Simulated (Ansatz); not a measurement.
Question: Name a neutral molecule of Mo, N, O and H with LUMO energy (PBE0/def2-TZVPP) between -1.25 and -0.95 eV and HOMO–LUMO gap (PBE0/def2-TZVPP) between 6.10 and 6.40 eV (Ansatz, PBE0-D4/def2-TZVP geometry).

Answer: `[NH]=[Mo](=[NH])([NH2])[OH]` (-0.97 eV, 6.31 eV). Other molecules can fit too; these were computed, each in one conformer that needn't be the lowest.
